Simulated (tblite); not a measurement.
Compound: C7H10B2.
Numbering: `[CH3:1]/[CH:2]=[CH:3]/[B:4]1[CH:5]=[CH:6][BH:7][CH:8]=[CH:9]1` (hydrogens: H10, H11, H12 on C1; H13 on C2; H14 on C3; H15 on C5; H16 on C6; H17 on B7; H18 on C8; H19 on C9)

Computed with GFN2-xTB (tblite), gas phase: L-BFGS steps from a force-field or distance-geometry start until the largest atomic force falls under 0.01 eV/Å.

Step 4: E = -610.2361 eV
```
atom  x, y, z in Å  |  force x, y, z in eV/Å
C1      3.3547    0.3891   -0.1575    0.089  -0.009   0.003
C2      1.8839    0.1640   -0.1849    0.069   0.078  -0.209
C3      1.1970   -0.7907    0.4365    0.038   0.135   0.016
B4     -0.3388   -0.7103    0.2816   -0.089  -0.054  -0.135
C5     -0.9874   -0.7089   -1.1414    0.080   0.040  -0.069
C6     -2.2017   -0.1703   -1.3552    0.063   0.123  -0.071
B7     -2.9681    0.5127   -0.1908    0.122   0.017   0.050
C8     -2.4306    0.2918    1.2494   -0.018   0.097   0.116
C9     -1.2267   -0.2640    1.4703    0.000  -0.035   0.099
H10     3.8080    0.0789    0.7779    0.006  -0.093   0.089
H11     3.8022   -0.1890   -0.9646    0.129  -0.026  -0.048
H12     3.5830    1.4353   -0.3329    0.058   0.092   0.026
H13     1.3402    0.8606   -0.8077   -0.037   0.035  -0.145
H14     1.7448   -1.4562    1.0929   -0.128  -0.050   0.063
H15    -0.4046   -1.0662   -1.9883   -0.095  -0.065   0.004
H16    -2.5696   -0.0996   -2.3764   -0.043  -0.108   0.025
H17    -3.8161    1.3009   -0.3738   -0.061  -0.063  -0.087
H18    -2.9786    0.7063    2.0902   -0.028  -0.053   0.091
H19    -0.8017   -0.2750    2.4672   -0.156  -0.061   0.184
```

Step 5: E = -610.2436 eV
```
atom  x, y, z in Å  |  force x, y, z in eV/Å
C1      3.3548    0.3891   -0.1578    0.149   0.083  -0.073
C2      1.8845    0.1648   -0.1891    0.065   0.008  -0.130
C3      1.1978   -0.7891    0.4359   -0.046   0.179  -0.030
B4     -0.3417   -0.7076    0.2784    0.023  -0.064   0.013
C5     -0.9865   -0.7086   -1.1424    0.051   0.047  -0.091
C6     -2.1998   -0.1695   -1.3569    0.048   0.147  -0.004
B7     -2.9606    0.5167   -0.1906    0.009   0.025   0.063
C8     -2.4317    0.2922    1.2533    0.021   0.082  -0.003
C9     -1.2291   -0.2661    1.4733    0.054  -0.038   0.063
H10     3.8072    0.0769    0.7763    0.007  -0.093   0.126
H11     3.8067   -0.1899   -0.9637    0.102   0.008  -0.033
H12     3.5865    1.4389   -0.3315    0.028  -0.030   0.039
H13     1.3411    0.8610   -0.8110   -0.047   0.046  -0.163
H14     1.7413   -1.4566    1.0944   -0.121  -0.026   0.047
H15    -0.4075   -1.0674   -1.9892   -0.054  -0.093  -0.025
H16    -2.5705   -0.1020   -2.3757   -0.056  -0.100  -0.014
H17    -3.8181    1.2972   -0.3760   -0.011  -0.077  -0.073
H18    -2.9780    0.7050    2.0926   -0.077  -0.021   0.139
H19    -0.8060   -0.2758    2.4719   -0.144  -0.084   0.149
```

Step 6: E = -610.2559 eV
```
atom  x, y, z in Å  |  force x, y, z in eV/Å
C1      3.3588    0.3900   -0.1594    0.158   0.134  -0.119
C2      1.8868    0.1658   -0.1989    0.119   0.046  -0.080
C3      1.1989   -0.7815    0.4341   -0.180   0.086  -0.005
B4     -0.3461   -0.7048    0.2736    0.168  -0.030   0.221
C5     -0.9845   -0.7065   -1.1459    0.032   0.030  -0.060
C6     -2.1949   -0.1645   -1.3595   -0.021   0.168   0.070
B7     -2.9485    0.5239   -0.1888   -0.146   0.037   0.054
C8     -2.4322    0.2948    1.2602    0.080   0.051  -0.126
C9     -1.2323   -0.2702    1.4796    0.084  -0.028   0.007
H10     3.8058    0.0715    0.7763   -0.016  -0.061   0.105
H11     3.8167   -0.1911   -0.9631    0.070   0.067  -0.005
H12     3.5930    1.4447   -0.3283    0.002  -0.181   0.053
H13     1.3413    0.8628   -0.8207    0.000   0.007  -0.141
H14     1.7321   -1.4574    1.0977   -0.128   0.076  -0.027
H15    -0.4135   -1.0718   -1.9917    0.014  -0.131  -0.074
H16    -2.5735   -0.1085   -2.3748   -0.065  -0.066  -0.041
H17    -3.8218    1.2892   -0.3814    0.048  -0.085  -0.041
H18    -2.9790    0.7022    2.1000   -0.105   0.008   0.148
H19    -0.8168   -0.2793    2.4834   -0.114  -0.127   0.062
```

Step 7: E = -610.2665 eV
```
atom  x, y, z in Å  |  force x, y, z in eV/Å
C1      3.3651    0.3913   -0.1616    0.116   0.099  -0.098
C2      1.8916    0.1686   -0.2106    0.010  -0.100   0.084
C3      1.1980   -0.7731    0.4331   -0.105   0.170  -0.110
B4     -0.3481   -0.7032    0.2721    0.202   0.030   0.288
C5     -0.9821   -0.7037   -1.1498   -0.011   0.024   0.002
C6     -2.1904   -0.1565   -1.3612   -0.026   0.121   0.100
B7     -2.9398    0.5308   -0.1864   -0.209   0.026   0.028
C8     -2.4309    0.2986    1.2659    0.068   0.047  -0.149
C9     -1.2343   -0.2742    1.4858    0.083  -0.019  -0.016
H10     3.8040    0.0654    0.7780   -0.046  -0.017   0.038
H11     3.8277   -0.1910   -0.9632    0.058   0.106   0.011
H12     3.5993    1.4482   -0.3245    0.011  -0.230   0.054
H13     1.3416    0.8644   -0.8325    0.062  -0.025  -0.117
H14     1.7205   -1.4565    1.1001   -0.101   0.150  -0.061
H15    -0.4189   -1.0786   -1.9954    0.044  -0.139  -0.076
H16    -2.5776   -0.1159   -2.3743   -0.059  -0.021  -0.024
H17    -3.8246    1.2805   -0.3875    0.051  -0.060  -0.009
H18    -2.9816    0.6993    2.1090   -0.070   0.002   0.077
H19    -0.8292   -0.2852    2.4957   -0.080  -0.162  -0.023
```

Problem. Estimate the geometry and energy of step 8. (The exact step hangs on the optimiser's Hessian estimate; all steps are aligned on step 7, rigid shifts and turns removed.)

Solution. E = -610.2762 eV, largest force 0.264 eV/Å
```
atom  x, y, z in Å  |  force x, y, z in eV/Å
C1      3.3731    0.3928   -0.1644   -0.014  -0.026  -0.031
C2      1.8959    0.1693   -0.2209    0.092   0.067   0.018
C3      1.1972   -0.7606    0.4299   -0.118  -0.015  -0.001
B4     -0.3476   -0.7012    0.2743    0.135   0.101   0.203
C5     -0.9797   -0.7001   -1.1531   -0.022  -0.004   0.068
C6     -2.1858   -0.1463   -1.3618   -0.019   0.038   0.082
B7     -2.9346    0.5375   -0.1836   -0.186  -0.007  -0.005
C8     -2.4288    0.3039    1.2702    0.074   0.020  -0.105
C9     -1.2352   -0.2783    1.4919    0.000   0.020  -0.039
H10     3.8013    0.0591    0.7802   -0.059   0.023  -0.033
H11     3.8400   -0.1891   -0.9635    0.056   0.118   0.009
H12     3.6061    1.4487   -0.3201    0.030  -0.186   0.045
H13     1.3432    0.8654   -0.8465    0.150  -0.088  -0.056
H14     1.7070   -1.4528    1.1014   -0.068   0.224  -0.096
H15    -0.4237   -1.0880   -2.0002    0.027  -0.108  -0.008
H16    -2.5826   -0.1238   -2.3738   -0.033   0.032   0.033
H17    -3.8271    1.2712   -0.3938    0.000  -0.007   0.019
H18    -2.9849    0.6959    2.1185   -0.007  -0.016  -0.028
H19    -0.8433   -0.2942    2.5078   -0.039  -0.187  -0.074
```

The energy changes by -0.0096 eV. The first-order estimate −F·Δx gives -0.0144 eV and the mean of the old and new forces, exact on a quadratic surface, -0.0096 eV. The step makes an angle of 66° with the force vector and moves no atom by more than 0.021 Å.

The cost below is that of the whole relaxation. The run took 0.53 s wall on an AMD EPYC 9R45 with one thread (shared host).
